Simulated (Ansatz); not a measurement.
Consider the atomization: `[OH][Ga]([Cl])[Br]` → Br• + Cl• + Ga• + H• + O•.

Program: Ansatz. Geometries: PBE0-D4/def2-TZVP. ΔE: electronic, gas phase. CCSD(T)/CBS is the MP2 limit (def2-TZVPP, def2-QZVPP) plus CCSD(T) − MP2 in def2-TZVPP, frozen cores. This one scheme is used for every species, atoms too. Functionals use def2-TZVPP. Open shells (•) are unrestricted, without spin–orbit coupling. Spin–orbit coupling would lower the free atoms: a little for Cl, O; clearly for Br, Ga. For Br, Ga outer-core shells are correlated without core-valence functions, so the limit isn't a true one: a few kJ/mol of doubt a bond, and 10 to 20 or more in all where bonds break to atoms. Scalar relativity is left out up to krypton. One conformer a species, not always the lowest.

Question: What is ΔE at CCSD(T)/CBS? (Estimate.)

Answer: Computed: +368.7 kcal/mol.

Question: What do these levels give: BLYP-D4, PBE0-D4, r2SCANh-D4, r2SCAN0-D4, ωB97M-V, B2PLYP, PBE-QIDH, revPBE, r2SCAN0, HF/def2-SVP, MP2/def2-SVP, HF/CBS(def2)? (Estimate.)

Answer: Computed: BLYP-D4 354.0, PBE0-D4 361.2, r2SCANh-D4 364.7, r2SCAN0-D4 358.8, ωB97M-V 361.6, B2PLYP 356.9, PBE-QIDH 365.3, revPBE 348.5, r2SCAN0 357.9, HF/def2-SVP 251.9, MP2/def2-SVP 355.3, HF/CBS(def2) 253.6 kcal/mol.

Largest T1 diagnostic among the species: 0.013.

The D4 term adds +5.5 kcal/mol with B3LYP and +2.9 kcal/mol with PBE0; it sums over pairs of atoms, weighted by their polarisabilities, and B3LYP, whose exchange is more repulsive, gets the larger term. From PBE to PBE0 (25 % exact exchange), in def2-TZVPP and without D4, ΔE moves by −7.9 kcal/mol: exact exchange takes away binding that semilocal exchange gives to molecules. In def2-TZVPP, CCSD(T) changes the Hartree–Fock value by +104.7 kcal/mol (the triples alone add +8.7 kcal/mol) and MP2 by +122.8 kcal/mol; breaking electron pairs costs correlation energy, which Hartree–Fock lacks.

B3LYP here is the variant with VWN-RPA as its local correlation; programs differ in this.

For atomizations the MP2-based limit and the directly extrapolated one differ by several kJ/mol either way, and by 10 to 25 for some Ge, Se and Sn compounds, so smaller differences from it don't rank the levels.
